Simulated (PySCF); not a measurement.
# Assigning NMR signals

Geometry:
```json
{"atom": "F1", "x (Å)": "3.608", "y (Å)": "0.480", "z (Å)": "-1.830"}
{"atom": "C2", "x (Å)": "3.012", "y (Å)": "0.294", "z (Å)": "-0.669"}
{"atom": "F3", "x (Å)": "3.511", "y (Å)": "1.168", "z (Å)": "0.210"}
{"atom": "F4", "x (Å)": "3.318", "y (Å)": "-0.924", "z (Å)": "-0.220"}
{"atom": "O5", "x (Å)": "1.692", "y (Å)": "0.452", "z (Å)": "-0.846"}
{"atom": "C6", "x (Å)": "0.888", "y (Å)": "0.375", "z (Å)": "0.277"}
{"atom": "C7", "x (Å)": "-0.398", "y (Å)": "0.074", "z (Å)": "0.149"}
{"atom": "C8", "x (Å)": "-1.271", "y (Å)": "-0.281", "z (Å)": "-1.028"}
{"atom": "C9", "x (Å)": "-2.463", "y (Å)": "-0.430", "z (Å)": "-0.048"}
{"atom": "C10", "x (Å)": "-1.539", "y (Å)": "-0.036", "z (Å)": "1.134"}
{"atom": "H11", "x (Å)": "1.371", "y (Å)": "0.617", "z (Å)": "1.226"}
{"atom": "H12", "x (Å)": "-0.972", "y (Å)": "-1.199", "z (Å)": "-1.560"}
{"atom": "H13", "x (Å)": "-1.374", "y (Å)": "0.520", "z (Å)": "-1.777"}
{"atom": "H14", "x (Å)": "-2.873", "y (Å)": "-1.448", "z (Å)": "0.018"}
{"atom": "H15", "x (Å)": "-3.295", "y (Å)": "0.264", "z (Å)": "-0.228"}
{"atom": "H16", "x (Å)": "-1.412", "y (Å)": "-0.807", "z (Å)": "1.911"}
{"atom": "H17", "x (Å)": "-1.807", "y (Å)": "0.908", "z (Å)": "1.636"}
```

PySCF calculation with geometry: PBE0-D3(BJ)/def2-SVP and σ from GIAO-PBE0/pcSseg-1; one averaged value for each set of equivalent atoms, no solvent model, one conformer, relativity neglected.

Shifts are taken against calculated references (same method and geometry level): TMS for ¹³C (σ = 184.41 ppm), ¹H (σ = 31.27 ppm).

**Question.** Assign these signals to the numbered atoms. ¹³C{¹H} NMR (computed): δ 134.7, 132.4, 126.8, 27.4, 27.1, 17.8.

**Answer.** 
134.7 → C6, alkene carbon bearing oxygen: an sp2 carbon of a C=C bond
132.4 → C7, β carbon of an enol-ether or enamine type C=C
126.8 → C2, CF3 carbon: 4 electronegative neighbours deshield it
27.4 → C8, allylic sp3 CH2: aliphatic region, no heteroatom directly attached
27.1 → C10, allylic sp3 CH2
17.8 → C9, sp3 CH2 in a ring: aliphatic region, no heteroatom directly attached

C8 and C10 lie closer than the usual error of such a calculation, so a measured spectrum could show them in the other order.

**Question.** Assign these signals to the numbered atoms. ¹H NMR (300 MHz, computed): δ 6.26 (m, 1H), 2.85 (m, 2H), 2.78 (m, 2H), 2.04 (m, 2H).

**Answer.** 
```tsv
δ (ppm)	atoms	environment	reason
6.26	H11	hydrogen on an alkene carbon bearing oxygen	a vinylic proton, deshielded by the sp2 carbon and the C=C anisotropy
2.85	H12/H13	hydrogen on an allylic sp3 CH2	allylic position
2.78	H16/H17	hydrogen on an allylic sp3 CH2	–
2.04	H14/H15	hydrogen on an sp3 CH2 in a ring	–
```

H12/H13 and H16/H17 lie closer than the usual error of such a calculation, so a measured spectrum could show them in the other order.

Splittings by ¹⁹F in the carbon and heteronuclear signals aren't shown, as no couplings were computed. Shifts are as computed. Against solution values, carbons near 30 ppm lie about +2 ppm off and those near 130 ppm about +5 ppm. Of 1211 compounds with measured shifts, 218 miss one by over three times the rms of a fit or turn the order of signals round; such compounds aren't used in these exercises. No couplings were computed; multiplicities are counted from neighbouring protons, with m where these are inequivalent, close in shift, in a saturated or five-membered ring or joined by F or P, and br s for small geminal =CH2 splittings.
